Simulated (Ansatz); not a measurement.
Start from `CB([SiH3])CF` and change one atom or group to get `CB(Br)CF`.

Ansatz, PBE0-D4/def2-TZVP geometries, multiplicity 1. Each molecule was computed in one conformer, which needn't be the lowest.

Scalar relativity is left out up to krypton.

```tsv
property	`CB([SiH3])CF`
HOMO energy (ωB97M-V/def2-TZVPP) / eV	-10.11
HOMO–LUMO gap (PBE/def2-TZVPP) / eV	4.06
HOMO–LUMO gap (PBE0/def2-TZVPP) / eV	6.27
HOMO energy (PBE/def2-TZVPP) / eV	-6.68
LUMO energy (PBE0/def2-TZVPP) / eV	-1.67
size of the dipole moment (ωB97M-V/def2-TZVPP) / D	2.58
```

Problem. Give the same properties after the change, and the shifts. (Best estimate.)

Solution. Ansatz gave: 
```tsv
property	`CB(Br)CF`	shift
HOMO energy (ωB97M-V/def2-TZVPP) / eV	-10.45	-0.34
HOMO–LUMO gap (PBE/def2-TZVPP) / eV	4.66	0.60
HOMO–LUMO gap (PBE0/def2-TZVPP) / eV	6.96	0.69
HOMO energy (PBE/def2-TZVPP) / eV	-6.85	-0.17
LUMO energy (PBE0/def2-TZVPP) / eV	-1.24	0.43
size of the dipole moment (ωB97M-V/def2-TZVPP) / D	0.33	-2.25
```

With PBE0 the HOMO falls by 0.26 eV and the LUMO rises by 0.43 eV, so the gap widens by about 0.69 eV. PBE moves the HOMO by -0.17 eV and ωB97M-V by -0.34 eV. Dipoles are sizes alone; their direction can turn.

Spin–orbit coupling is left out; it splits and shifts lone-pair levels of the heavy atoms by tenths of an eV.
